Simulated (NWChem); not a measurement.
Species: CH$_{6}$AlOSi, doublet; SMILES [CH3][Al][O][SiH3]

```xyz
10

Al    -0.6380     1.1871     0.2270
C      0.5667     2.7535    -0.0220
H      0.0442     3.7052     0.1143
H      0.9951     2.7275    -1.0322
H      1.3928     2.6973     0.6985
O      0.0766    -0.3699     0.0508
Si     0.2104    -2.0087     0.0030
H      0.6498    -2.4547    -1.3481
H     -1.0870    -2.6767     0.3086
H      1.2138    -2.4767     0.9987
```
Atoms are numbered in this order, from 1.

Level: B3LYP/6-31G* (spherical d), spin-unrestricted (NWChem), optimised geometry, unscaled harmonic frequencies. The spin multiplicity was typed, not searched, and may not be the lowest.

```
frequency (cm⁻¹)  IR intensity (km/mol)
----------------  ---------------------
29                                  0.0
44                                  0.0
54                                  0.9
87                                  2.1
179                                 7.2
502                                 7.5
594                                 0.5
610                                21.2
712                                26.7
739                                58.0
741                                74.2
965                                84.8
966                                84.5
1019                              616.7
1084                              360.2
1226                                4.7
1473                                3.5
1484                                4.6
2231                              192.5
2240                              202.5
2242                              148.6
3034                                7.6
3111                                9.3
3139                                9.1
```

| Item | Value |
|---|---|
| zero-point energy | 40.7 kcal/mol |
| thermal correction to the enthalpy at 298.15 K (with zero-point energy) | 46.2 kcal/mol |
| heat capacity Cv | 23.2 cal/(mol K) |
| entropy at 298.15 K and 1 atm (symmetry number 1, electronic part: spin degeneracy alone) | 91.5 cal/(mol K) |
| dipole moment | 1.05 D |

Rigid rotor and harmonic oscillator; modes under 100 cm⁻¹ make the entropy uncertain.
